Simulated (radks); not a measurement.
Values are calculated unless marked as measured or tabulated.
Task: The mean radii <r> (bohr) of the occupied orbitals of an atom or ion are listed with their occupations. Level of theory: Dirac Kohn-Sham, PBE, spin-unpolarised, spherical densities, finite nucleus; Fermi nuclear charge, rms radius of each element as measured or else 0.836 A^(1/3) + 0.57 fm (a radial shooting solver on a logarithmic mesh with Libxc functionals).

orbital  occ.     <r>
1s1/2       2  0.1113
2s1/2       2  0.5641
2p1/2       2  0.5297
2p3/2       4  0.5319

Name the element and its charge. Open shells, if any, fill j = l - 1/2 first.

Result: Z = 14, silicon, charge +4: Si4+ in [Ne]. The 1s radius gives Z: for a bare nucleus <r> = (2 gamma + 1)/(2Z) with gamma = sqrt(1 - (Z/c)^2), 0.1068 bohr for Z = 14, and screening makes it slightly larger (0.1113 here). The occupations add up to 10, and the charge is Z minus that.
